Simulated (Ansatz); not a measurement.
Consider the atomization: `F[CH2][GaH][SiH3]` → C• + F• + Ga• + 6 H• + Si•.

Gas-phase electronic energies from Ansatz, PBE0-D4/def2-TZVP geometries. CBS: MP2 limit from def2 TZ/QZ plus the TZ coupled-cluster correction, frozen cores. This one scheme is used for every species, atoms too. For atomizations the MP2-based limit and the directly extrapolated one differ by several kJ/mol either way, and by 10 to 25 for some Ge, Se and Sn compounds, so smaller differences from it don't rank the levels. Functionals use def2-TZVPP. Open shells (•) are unrestricted, without spin–orbit coupling. Spin–orbit coupling would lower the free atoms: a little for C, F, Si; clearly for Ga. For Ga outer-core shells are correlated without core-valence functions, so the limit isn't a true one: a few kJ/mol of doubt a bond, and 10 to 20 or more in all where bonds break to atoms. Scalar relativity is left out up to krypton. Each species was taken in one conformer, which may not be the lowest.

`F[CH2][GaH][SiH3]`:

Cartesian coordinates in Å:
```
F 0.744 -1.193 2.733
C -0.101 -0.668 1.762
Ga 0.853 -0.174 0.084
Si -0.404 0.753 -1.762
H -0.883 -1.409 1.554
H -0.606 0.208 2.187
H 2.405 -0.398 -0.007
H -0.275 -0.118 -2.965
H 0.123 2.100 -2.125
H -1.855 0.899 -1.461
```

```json
{"level": "revPBE-D4", "ΔE (kJ/mol)": "2944.1"}
{"level": "BHLYP-D4", "ΔE (kJ/mol)": "2920.3"}
{"level": "PBE", "ΔE (kJ/mol)": "2991.0"}
{"level": "PBE0", "ΔE (kJ/mol)": "2959.4"}
{"level": "CAM-B3LYP", "ΔE (kJ/mol)": "2988.3"}
{"level": "MP2/def2-SVP", "ΔE (kJ/mol)": "2827.4"}
{"level": "SCS-MP2/def2-TZVPP", "ΔE (kJ/mol)": "2948.8"}
{"level": "HF/CBS(def2)", "ΔE (kJ/mol)": "2208.6"}
```

(1) What does CCSD(T)/CBS give? (Best estimate.)

Largest T1 diagnostic among the species: 0.013.

## Answers

(1) Ansatz gave: +3003.6 kJ/mol. The listed levels differ from it by -59.5, -83.3, -12.6, -44.2, -15.3, -176.2, -54.8, -795.0 kJ/mol.

Leaving LDA and LC-ωPBE aside and taking each functional with its dispersion term where it has one, the values, not all of them listed here, spread over 96.8 kJ/mol, from BHLYP-D4 to ωB97X-V. LDA lies +405.5 kJ/mol from PBE without D4, its usual overbinding. From PBE to PBE0 (25 % exact exchange), in def2-TZVPP and without D4, ΔE moves by −31.6 kJ/mol: exact exchange takes away binding that semilocal exchange gives to molecules.
